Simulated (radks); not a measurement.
Question: Species: the vanadium ion V+. Configuration: [Ar] 3d4. All-electron calculation, non-relativistic Kohn-Sham, LDA (Slater exchange, VWN5 correlation), spin-polarised, spherical densities, point nucleus; open shells are filled with parallel spins first. Program: a radial shooting solver on a logarithmic mesh with Libxc functionals. Some entries of the table are withheld. Estimate them.

| orbital | occ. | eigenvalue (eV) | r(max) (bohr) | <r> (bohr) |
|---|---|---|---|---|
| 1s down | 1 | -5314.547 | 0.04419 | 0.06717 |
| 1s up | 1 | -5314.537 | 0.04419 | 0.06717 |
| 2s up | 1 | -595.5729 | 0.2587 | 0.3120 |
| 2s down | 1 | -594.3219 | 0.2586 | 0.3116 |
| 2p up | 3 | -503.5400 | 0.2091 | 0.2757 |
| 2p down | 3 | -502.5797 | 0.2089 | 0.2752 |
| 3s up | 1 | -72.5386 | 0.8288 | 0.9653 |
| 3s down | 1 | -69.2925 | 0.8290 | 0.9669 |
| 3p up | 3 | -47.7686 | 0.8506 | 1.034 |
| 3p down | 3 | -44.5666 | 0.8512 | 1.037 |
| 3d up | 4 | (1) | 0.9100 | 1.505 |
| 4s up | 0 | -9.9774 | 2.666 | 3.116 |
| 4s down | 0 | -8.5226 | 2.804 | 3.332 |
| 3d down | 0 | (2) | 0.9226 | 1.656 |
| 4p up | 0 | -6.1167 | 3.269 | 3.880 |
| 4p down | 0 | -5.1668 | 3.569 | 4.272 |

Answer: 
(1) 3d up eigenvalue (eV): -10.1131
(2) 3d down eigenvalue (eV): -7.2758
